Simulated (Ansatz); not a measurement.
`[F][Sn]([F])([Cl])[Br]` + H–F → `[F][Sn]([F])([F])[Br]` + HCl at 298.15 K and 1 bar (ligand exchange at the Sn–Cl bond).

Computed with Ansatz on PBE0-D4/def2-TZVP structures; ΔE is electronic, products minus reactants. CBS: MP2 limit from def2 TZ/QZ plus the TZ coupled-cluster correction, frozen cores. This one scheme is used for every species. Elements past krypton have def2 core potentials. For Br, Sn outer-core shells are correlated without core-valence functions, which leaves a few kJ/mol of doubt a bond. Scalar relativity is left out up to krypton.

```tsv
species	CCSD(T)/CBS energy (Eh)	H − E (kJ/mol)	S (J/(mol·K))
`[F][Sn]([F])([Cl])[Br]`	-3446.86348	37.4	378.5
H–F	-100.39570	33.5	173.6
`[F][Sn]([F])([F])[Br]`	-3086.86202	38.7	358.5
HCl	-460.38127	26.6	186.8
```

H − E and S are ideal-gas, rigid-rotor, harmonic terms from PBE0-D4/def2-TZVP. 1 Eh = 2625.50 kJ/mol, R = 8.31446 J/(mol·K).

Q: By hand: ΔE, ΔH, ΔS and ΔG.

A: ΔE = (-3086.86202) + (-460.38127) − (-3446.86348) − (-100.39570) = 0.01589 Eh = 41.7 kJ/mol. Δ(H − E) = 38.7 + 26.6 − 37.4 − 33.5 = -5.6, so ΔH = 36.1 kJ/mol. ΔS = 358.5 + 186.8 − 378.5 − 173.6 = -6.8 J/(mol·K). ΔG = 36.1 − 298.15 × (-6.8)/1000 = 38.1 kJ/mol.

Q: By hand: the equilibrium constant, and the temperature at which ΔG would vanish if ΔH and ΔS stayed fixed.

A: log₁₀ K = −ΔG/(RT ln 10) = -6.7. ΔH and −TΔS have one sign here, so there is no such temperature.

The number of gas molecules stays the same, so ΔS is small and ΔH decides. A doubt of 5 kJ/mol in ΔE shifts log₁₀ K by 0.9 here. These are equilibria of isolated gas molecules and say nothing of rates. Largest T1 diagnostic: 0.013 (customary marks: 0.02 for closed shells, 0.045 for open ones).
